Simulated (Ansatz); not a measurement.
Breaking the B1–Cl2 bond in BCl (multiplicity 1 held). Energies count from the point at 1.722 Å.


Restricted levels (R-, RO-) in cc, def2 and unpolarised 6-31G sets keep to the state of the molecule at rest. Active spaces are followed from rest. Levels need not reach the same state.

Correlated levels freeze the cores.

Run with Ansatz (a program for electronic structure). Values without a source in brackets are computed.

Q: What energy at R = 6.886 Å does R-MP2/cc-pV(T+d)Z give?

A: 151.3 kcal/mol

Q: Predict the energy at R = 6.886 Å from CASSCF(10,8)/cc-pV(T+d)Z.

A: 110.5 kcal/mol

Doubts at one or more of the structures used: a restricted determinant that unrestricted orbitals would lower (R-MP2/cc-pV(T+d)Z).
